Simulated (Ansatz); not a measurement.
`[SiH3][N]([SiH3])[Ag]` + CH₃SH → `C[S][Ag]` + `[SiH3]N[SiH3]` at 500 K and 1 bar (ligand exchange at the Ag–N bond).

Gas-phase electronic energies from Ansatz, PBE0-D4/def2-TZVP geometries. CCSD(T)/CBS adds triple-zeta CCSD(T) − MP2 to the extrapolated MP2 energy (def2 sets, frozen cores). This one scheme is used for every species. Elements past krypton have def2 core potentials. For Ag outer-core shells are correlated without core-valence functions, which leaves a few kJ/mol of doubt a bond.

```csv
species,CCSD(T)/CBS energy (Eh),H − E (kJ/mol),S (J/(mol·K))
`[SiH3][N]([SiH3])[Ag]`,-783.41096,194.2,451.8
CH₃SH,-438.22835,145.1,283.7
`C[S][Ag]`,-584.56425,130.4,346.9
`[SiH3]N[SiH3]`,-637.10515,216.0,394.7
```

H − E and S are ideal-gas, rigid-rotor, harmonic terms from PBE0-D4/def2-TZVP. 1 Eh = 2625.50 kJ/mol, R = 8.31446 J/(mol·K).

Question: By hand: ΔE, ΔH, ΔS and ΔG.

Answer: ΔE = (-584.56425) + (-637.10515) − (-783.41096) − (-438.22835) = -0.03009 Eh = -79.0 kJ/mol. Δ(H − E) = 130.4 + 216.0 − 194.2 − 145.1 = 7.1, so ΔH = -71.9 kJ/mol. ΔS = 346.9 + 394.7 − 451.8 − 283.7 = 6.1 J/(mol·K). ΔG = -71.9 − 500 × (6.1)/1000 = -75.0 kJ/mol.

Question: By hand: the equilibrium constant, and the temperature at which ΔG would vanish if ΔH and ΔS stayed fixed.

Answer: log₁₀ K = −ΔG/(RT ln 10) = 7.8. ΔH and −TΔS have one sign here, so there is no such temperature.

The number of gas molecules stays the same, so ΔS is small and ΔH decides. A doubt of 5 kJ/mol in ΔE shifts log₁₀ K by 0.5 here. Modes under 60 cm⁻¹, often nearly free rotors, make the harmonic entropy too high. These are equilibria of isolated gas molecules and say nothing of rates. Largest T1 diagnostic: 0.022 (customary marks: 0.02 for closed shells, 0.045 for open ones).
